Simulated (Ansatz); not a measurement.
The same molecule with X = C, Si, Ge. Ansatz, PBE0-D4/def2-TZVP geometries, multiplicity 1.

Scalar relativity is left out up to krypton.

| X | molecule | mean X–H bond length / Å | mean X–O bond length / Å | size of the dipole moment (ωB97M-V/def2-TZVPP) / D | HOMO–LUMO gap (ωB97M-V/def2-TZVPP) / eV | LUMO energy (B3LYP/def2-TZVPP) / eV |
| --- | --- | --- | --- | --- | --- | --- |
| Si | `O=[SiH2]` | 1.486 | 1.516 | 3.74 | 10.42 | -2.44 |
| Ge | `[O]=[GeH2]` | 1.542 | 1.632 | 4.03 | 9.78 | -2.65 |

(1) Give the row for X = C, `C=O`. (Estimate.)

## Answers

(1) Ansatz gave: 
```csv
X,molecule,mean X–H bond length / Å,mean X–O bond length / Å,size of the dipole moment (ωB97M-V/def2-TZVPP) / D,HOMO–LUMO gap (ωB97M-V/def2-TZVPP) / eV,LUMO energy (B3LYP/def2-TZVPP) / eV
C,`C=O`,1.109,1.195,2.33,11.35,-1.58
```

From C to Ge the mean X–H bond length rises at each step, by 0.433 Å in all; the mean X–O bond length rises at each step, by 0.437 Å in all; the HOMO–LUMO gap (ωB97M-V/def2-TZVPP) falls at each step, by 1.57 eV in all; the LUMO energy (B3LYP/def2-TZVPP) falls at each step, by 1.07 eV in all. Bonds lengthen as the atom grows down the group. Dipoles are sizes alone, and their direction can turn along the series.

B3LYP here is the variant with VWN-RPA as its local correlation; programs differ in this.
